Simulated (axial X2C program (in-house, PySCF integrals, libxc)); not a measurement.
**GeTe: cheaper levels and CCSD(T), 2c**

Calculated with an in-house all-electron X2C program for linear molecules (integrals from PySCF). Two-component (2c) means X2C with spin–orbit coupling and atomic mean-field two-electron Coulomb and Gaunt terms. Basis: Te dyall-cv3z [11s12p8d4f1g], Ge dyall-cv3z [9s9p7d4f1g] (cores contracted in-house); Gaussian nuclei, density fitting, unrestricted open shells. Masses: Te 129.906 u, Ge 73.921 u.

State: Ω = 0 (closed shell); fragments Te + Ge.

| level | Re (Å) | ωe (cm⁻¹) |
| --- | --- | --- |
| PBE0 | 2.340 | 329.7 |
| HF | 2.328 | 347.4 |
| CCSD | 2.355 | 329.4 |
| BHandHLYP | 2.333 | 336.3 |

Correlated methods: 10 electrons correlated (number of frozen shells: Te 4 s, 3 p, 2 d; Ge 3 s, 2 p, 1 d), 284 virtual spin orbitals or spinors in MP2, 90 natural virtuals in coupled cluster.

CCSD(T), same Hamiltonian and basis:

Re = 2.372 Å, ωe = 315.9 cm⁻¹; T1 = 0.030 (Lee–Taylor normalisation).

Give the differences from CCSD(T) in the columns below.



| level | ΔRe (Å) | Δωe (cm⁻¹) |
| --- | --- | --- |
| PBE0 | -0.032 | 14 |
| HF | -0.044 | 32 |
| CCSD | -0.017 | 14 |
| BHandHLYP | -0.039 | 20 |

The state is a single determinant with fixed occupations, the lowest that a limited PBE0 search found. The closed shell is kept restricted, so the energy runs too high when the bond is stretched far. De is not given where an atomic determinant may have missed its ground term or J level, or where the truncated virtual space spoils (T). Coupled cluster ran in a truncated set of natural virtual spinors; the MP2 energy of the rest was added. (T) has no such correction and the atoms are truncated less, which lowers De at CCSD(T) by a hundredth of an eV or more. Without a current term, density functionals place determinants with orbital angular momentum somewhat too high. The T1 diagnostic is large, a sign of multireference character. With the outer-core shells frozen, correlated bond lengths of heavy atoms tend to come out a few hundredths of an ångström too long.
